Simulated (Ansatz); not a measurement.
One change: `FC(Cl)C(F)(F)F` becomes `FB(F)C(F)(F)F`.

Ansatz, PBE0-D4/def2-TZVP geometries, multiplicity 1. 

| property | `FC(Cl)C(F)(F)F` |
| --- | --- |
| HOMO energy (PBE/def2-TZVPP) / eV | -7.94 |
| HOMO–LUMO gap (PBE0/def2-TZVPP) / eV | 9.64 |
| HOMO energy (PBE0/def2-TZVPP) / eV | -9.48 |
| HOMO energy (ωB97M-V/def2-TZVPP) / eV | -11.81 |
| LUMO energy (PBE/def2-TZVPP) / eV | -0.98 |
| size of the dipole moment (ωB97M-V/def2-TZVPP) / D | 1.40 |

Task: What does the change do to each property? (An estimate is asked.)

Result: Computed: 
| property | `FB(F)C(F)(F)F` | shift |
| --- | --- | --- |
| HOMO energy (PBE/def2-TZVPP) / eV | -8.80 | -0.86 |
| HOMO–LUMO gap (PBE0/def2-TZVPP) / eV | 9.48 | -0.16 |
| HOMO energy (PBE0/def2-TZVPP) / eV | -10.66 | -1.18 |
| HOMO energy (ωB97M-V/def2-TZVPP) / eV | -13.05 | -1.24 |
| LUMO energy (PBE/def2-TZVPP) / eV | -2.21 | -1.23 |
| size of the dipole moment (ωB97M-V/def2-TZVPP) / D | 0.93 | -0.47 |

With PBE0 the HOMO falls by 1.18 eV and the LUMO falls by 1.34 eV, so the gap narrows by about 0.16 eV. PBE moves the HOMO by -0.86 eV and ωB97M-V by -1.24 eV. Dipoles are sizes alone; their direction can turn.
